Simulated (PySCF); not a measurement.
**From computed data to an observable: dipole moment from atomic charges**

B(H)(Br)(vinyl) (C2H4BBr), SMILES C=CBBr. Atoms are numbered in the order given.

```xyz
8

B     -1.0513    -0.5055     0.0000
H     -2.2254    -0.2501     0.0000
Br     0.1233     1.0227     0.0000
C     -0.5101    -1.9499     0.0000
C      0.7942    -2.2848     0.0000
H     -1.2449    -2.7653     0.0000
H      1.1311    -3.3269     0.0000
H      1.5746    -1.5162     0.0000
```
Charge 0, spin multiplicity 1.

The structure is a stationary point at B3LYP-D3(BJ)/def2-SVP. This is a generated structure with no PubChem entry under its InChIKey; it may be hypothetical. One conformer was computed; it need not be the lowest.

Charges (e) from PySCF with PBE/def2-TZVP:

| atom | ESP fit | IAO |
|---|---|---|
| B1 | 0.082 | -0.004 |
| H2 | -0.035 | 0.026 |
| Br3 | -0.094 | -0.011 |
| C4 | -0.060 | -0.273 |
| C5 | -0.314 | -0.215 |
| H6 | 0.102 | 0.160 |
| H7 | 0.168 | 0.159 |
| H8 | 0.153 | 0.158 |

The dipole moment of the full density is 1.75 D.

### Question
What dipole moment does each set of point charges give, and which comes closer to that of the density?

### Answer

μ = Σ q r, and 1 e Å = 4.8032 D.
ESP fit: Σ q r = (0.065, -0.367, 0.000) e Å, |μ| = 1.79 D.
IAO: Σ q r = (0.143, -0.203, 0.000) e Å, |μ| = 1.19 D.
ESP fit comes closer in size. Point charges leave out the atoms' own dipoles (lone pairs, polarised bonds); fits to the potential absorb them, partitions of the density don't.
